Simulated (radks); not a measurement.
The numbers below are computed, except where a source is named.
Fractional charge and spin in the 5s shell of promethium: the spin-up occupation runs from 0 to 1 and the spin-down occupation from 0 to 1; the fullest corner is Pm2+, [Kr] 4d10 4f(up 2.5, down 2.5) 5p6 5s(up 1, down 1). Level of theory: scalar-relativistic Kohn-Sham, PBE, spin-polarised, spherical densities, point nucleus (a radial shooting solver on a logarithmic mesh with Libxc functionals). Energy (eV) minus the two flat planes that join the four corners (they meet along the diagonal where the two added fractions sum to one electron); zero is where a piecewise linear energy would lie.

| down \ up | 0 | 0.25 | 0.5 | 0.75 | 1 |
|---|---|---|---|---|---|
| 0 | 0.000 | -1.291 | -1.716 | -1.282 | 0.000 |
| 0.25 | -1.291 | -1.653 | -1.160 | 0.180 | -1.216 |
| 0.5 | -1.716 | -1.160 | 0.240 | -1.098 | -1.613 |
| 0.75 | -1.282 | 0.180 | -1.098 | -1.555 | -1.203 |
| 1 | 0.000 | -1.216 | -1.613 | -1.203 | 0.000 |

Corners above the fullest one (they belong to Pm3+ and the next ion): (up 1, down 0) 61.393 eV, (up 0, down 1) 61.393 eV, (up 0, down 0) 137.07 eV. With half an added electron in each spin the energy lies 0.240 eV from the planes, and with half an added electron in spin up alone -1.716 eV. The planes are only a guide here: the flat-plane condition holds for ground states with one frontier orbital, while this shell lies below other occupied shells, so the corners above the fullest one are inner-hole states and not the ground states of those ions.
